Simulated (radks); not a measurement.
Q: Valence configurations of the krypton ion Kr3+ (all share [Ar]). Calculated with a radial shooting solver on a logarithmic mesh with Libxc functionals: Dirac Kohn-Sham, PBE, spin-unpolarised, spherical densities, finite nucleus; open shells fill j = l - 1/2 first; Fermi nuclear charge, rms radius 4.1884 fm. Order these by energy: 3d7.5 4s2 4p5.5; 3d10 4s1.5 4p3.5; 3d10 4p5; 3d9 4s2 4p4; 3d8 4s2 4p5; 3d9 4s1.5 4p4.5; 3d10 4s1 4p4; 3d9 4s1 4p5; 3d9.5 4s2 4p3.5; 3d10 4s2 4p3.

A: From the lowest, in eV above it: 3d10 4s2 4p3 0.000; 3d10 4s1.5 4p3.5 8.038; 3d10 4s1 4p4 16.104; 3d10 4p5 32.320; 3d9.5 4s2 4p3.5 40.466; 3d9 4s2 4p4 83.856; 3d9 4s1.5 4p4.5 92.302; 3d9 4s1 4p5 100.77; 3d8 4s2 4p5 179.66; 3d7.5 4s2 4p5.5 232.19. NIST lists [Ar] 3d10 4s2 4p3 as the ground configuration; this level of theory agrees among the configurations tried. The energies are those of spherical spin-averaged densities, not of single terms.
